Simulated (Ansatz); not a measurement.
`[CH3][V](=[O])([OH])[Cl]` + H–F → `[CH3][V](=[O])([F])[Cl]` + H₂O at 600 K and 1 bar (ligand exchange at a V–O bond).

Calculated with Ansatz (gas phase, PBE0-D4/def2-TZVP geometries, no zero-point term in ΔE). CCSD(T)/CBS adds triple-zeta CCSD(T) − MP2 to the extrapolated MP2 energy (def2 sets, frozen cores). This one scheme is used for every species. For V outer-core shells are correlated without core-valence functions, which leaves a few kJ/mol of doubt a bond. Scalar relativity is left out up to krypton. Each species was taken in one conformer, which may not be the lowest.

```csv
species,CCSD(T)/CBS energy (Eh),H − E (kJ/mol),S (J/(mol·K))
`[CH3][V](=[O])([OH])[Cl]`,-1594.15676,204.0,448.1
H–F,-100.39570,42.3,194.0
`[CH3][V](=[O])([F])[Cl]`,-1618.18468,169.8,433.1
H₂O,-76.37941,76.8,212.8
```

H − E and S are ideal-gas, rigid-rotor, harmonic terms from PBE0-D4/def2-TZVP, for one conformer and one mirror image of each species. 1 Eh = 2625.50 kJ/mol, R = 8.31446 J/(mol·K).

**Question.** By hand: ΔE, ΔH, ΔS and ΔG.

**Answer.** ΔE = (-1618.18468) + (-76.37941) − (-1594.15676) − (-100.39570) = -0.01163 Eh = -30.5 kJ/mol. Δ(H − E) = 169.8 + 76.8 − 204.0 − 42.3 = 0.3, so ΔH = -30.2 kJ/mol. ΔS = 433.1 + 212.8 − 448.1 − 194.0 = 3.8 J/(mol·K). ΔG = -30.2 − 600 × (3.8)/1000 = -32.5 kJ/mol.

**Question.** By hand: the equilibrium constant, and the temperature at which ΔG would vanish if ΔH and ΔS stayed fixed.

**Answer.** log₁₀ K = −ΔG/(RT ln 10) = 2.8. ΔH and −TΔS have one sign here, so there is no such temperature. One of them is within its doubt of zero, so this could turn.

The number of gas molecules stays the same, so ΔS is small and ΔH decides. A doubt of 5 kJ/mol in ΔE shifts log₁₀ K by 0.4 here. Other conformers and mirror images would add mixing entropy, several J/(mol·K) or more a flexible species. These are equilibria of isolated gas molecules and say nothing of rates. Largest T1 diagnostic: 0.031 (customary marks: 0.02 for closed shells, 0.045 for open ones).
